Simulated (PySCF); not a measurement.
Job file and geometry (Å, from GFN2-xTB) of an NMR shielding run on `BOB1C=CCC1=C`, C$_{5}$H$_{8}$B$_{2}$O, GIAO PBE0/pcSseg-1 NMR shielding, non-relativistic, gas phase (PySCF); density fitting, a coarse starting grid and PySCF grid level 2 are the driver's defaults:

```
$ OMP_NUM_THREADS=1 python probes_run.py task.json out

{"job": {"kind": "nmr", "xc": "PBE0", "basis": "pcSseg-1"}, "charge": 0, "multiplicity": 1}
B      3.005234     0.799818     0.105249
O      1.825201     0.267436     0.093512
B      0.625151    -0.240168     0.078225
C      0.183419    -1.739313     0.144589
C     -1.148913    -1.805577     0.101619
C     -1.849546    -0.485321     0.004157
C     -0.745062     0.548636    -0.012073
C     -0.963031     1.855688    -0.087591
H      3.503412     1.094247     1.135929
H      3.574437     0.983040    -0.914297
H      0.797097    -2.624617     0.215119
H     -1.732524    -2.715063     0.132219
H     -2.459358    -0.432770    -0.902642
H     -2.523355    -0.337025     0.853130
H     -1.954698     2.281651    -0.144323
H     -0.145064     2.558283    -0.096137
```

Question: Write the output of this run.

Answer: 
```
coarse grid: 13648 points
cycle   1  E = -319.7350171030  dE =  1.216e+00  |g| = 6.534e-01  |ddm| = 3.610e+00
cycle   2  E = -319.6269812663  dE =  1.080e-01  |g| = 9.967e-01  |ddm| = 1.141e+00
cycle   3  E = -319.8209285405  dE = -1.939e-01  |g| = 1.376e-01  |ddm| = 7.480e-01
cycle   4  E = -319.8250503152  dE = -4.122e-03  |g| = 3.529e-02  |ddm| = 1.207e-01
cycle   5  E = -319.8253533392  dE = -3.030e-04  |g| = 1.096e-02  |ddm| = 3.577e-02
cycle   6  E = -319.8253804046  dE = -2.707e-05  |g| = 4.357e-03  |ddm| = 1.179e-02
cycle   7  E = -319.8253849876  dE = -4.583e-06  |g| = 6.519e-04  |ddm| = 4.022e-03
final grid: 132640 points
cycle   8  E = -319.8835253864  dE = -4.895e-05  |g| = 1.159e-02  |ddm| = 3.763e-02
cycle   9  E = -319.8834924469  dE =  3.294e-05  |g| = 1.788e-02  |ddm| = 1.835e-02
cycle  10  E = -319.8835527516  dE = -6.030e-05  |g| = 1.600e-03  |ddm| = 1.101e-02
cycle  11  E = -319.8835533626  dE = -6.110e-07  |g| = 3.116e-04  |ddm| = 1.595e-03
cycle  12  E = -319.8835533808  dE = -1.820e-08  |g| = 1.589e-04  |ddm| = 3.311e-04
cycle  13  E = -319.8835533864  dE = -5.524e-09  |g| = 4.791e-05  |ddm| = 1.527e-04
cycle  14  E = -319.8835533870  dE = -6.165e-10  |g| = 8.604e-06  |ddm| = 5.145e-05
converged SCF energy = -319.8835533870

GIAO shielding tensors (ppm)
atom      isotropic    diamagn.    paramagn.     s11        s22        s33       span
  0 B       59.868     195.122    -135.254     14.104     54.504    110.996     96.893
  1 O       55.134     385.781    -330.646    -80.099     67.412    178.090    258.190
  2 B       64.356     195.390    -131.034     41.048     61.703     90.316     49.268
  3 C       44.094     258.050    -213.956    -60.458     31.517    161.223    221.681
  4 C       13.285     255.868    -242.583   -117.441      8.855    148.442    265.883
  5 C      141.932     249.630    -107.698    129.404    134.975    161.418     32.014
  6 C       30.355     262.426    -232.071    -81.717      9.198    163.583    245.300
  7 C       55.658     252.459    -196.801    -56.920     57.979    165.914    222.834
  8 H       26.147      29.858      -3.711     25.772     25.907     26.761      0.989
  9 H       26.146      29.947      -3.801     25.772     25.909     26.758      0.986
 10 H       25.216      31.019      -5.803     23.339     25.182     27.128      3.789
 11 H       23.879      30.103      -6.224     21.562     23.702     26.372      4.810
 12 H       28.433      29.850      -1.417     24.615     27.726     32.958      8.343
 13 H       28.437      29.764      -1.327     24.612     27.741     32.957      8.346
 14 H       25.565      30.169      -4.604     23.024     24.370     29.300      6.276
 15 H       25.582      31.606      -6.024     23.142     24.353     29.251      6.110
```

Size and cost of the density-fitted run: 176 basis functions, 32 s wall time on 1 thread of an Arm Neoverse V1, shared host; peak memory 0.79 GiB.
